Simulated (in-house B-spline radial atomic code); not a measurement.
Configurations of Ga⁴⁺, with energies counted from [Ar] 3d9. Computed with a radial B-spline atomic code at the basis-set limit: non-relativistic HSE06, spin-polarised, spherical fractional occupations, exact exchange averaged over the configuration, point nucleus. Shells without spins written out take the highest spin.

Occupations are held fixed; configurations that lie above the ionisation limit could autoionise.

```json
{"configuration": "[Ar] 3d8 4s1", "E - E(ref) (eV)": "27.519", "highest orbital": "4s up", "its <r> (bohr)": "1.777"}
{"configuration": "[Ar] 3d8 4p1", "E - E(ref) (eV)": "38.358", "highest orbital": "4p up", "its <r> (bohr)": "1.977"}
{"configuration": "[Ne] 3s2 3p5 3d9 4s1", "E - E(ref) (eV)": "109.1", "highest orbital": "4s up", "its <r> (bohr)": "1.773"}
{"configuration": "[Ne] 3s2 3p5 3d9 4f1", "E - E(ref) (eV)": "147.23", "highest orbital": "4f up", "its <r> (bohr)": "3.432"}
```

(1) Order these further configurations by energy, lowest first.
A. [Ar] 3d8 4f1
B. [Ar] 3d8 4d1
C. [Ne] 3s2 3p5 3d10
D. [Ne] 3s2 3p5 3d9 4p1
E. [Ne] 3s2 3p5 3d9 4d1

## Answers

(1) B (54.133 eV), A (65.529 eV), C (81.551 eV), D (119.97 eV), E (135.8 eV).
